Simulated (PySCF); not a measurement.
## Ionisation energy along the 9-electron series

Calculated with PySCF 2.14 and a two-component X2C-1e Hamiltonian (Gaussian nucleus, no Breit or QED terms), each ion in its own even-tempered basis scaled to its charge; GMP2 freezes nothing and drops the highest virtual spinors. Values in eV. NIST values: (m) measured, (s) semi-empirical, (t) theoretical.

| ion | configuration | GHF (spin-free) | GMP2 (spin-free) | GHF (screened spin-orbit) | GMP2 (screened spin-orbit) | NIST |
| --- | --- | --- | --- | --- | --- | --- |
| Nd⁵¹⁺ | [He] 2s2 2p5 | 10169.8 | 10171.5 | 10010.9 | 10012.5 | 10002 ± 4 (t) |
| Sm⁵³⁺ | [He] 2s2 2p5 | 10956.5 | 10958.1 | 10772.7 | 10774.3 | 10762 ± 5 (t) |

(1) Fill in the row of Pm⁵²⁺.

Results:

(1) configuration: [He] 2s2 2p5; GHF (spin-free): 10559.2; GMP2 (spin-free): 10560.9; GHF (screened spin-orbit): 10388.2; GMP2 (screened spin-orbit): 10389.8; NIST: 10378 ± 4 (t).
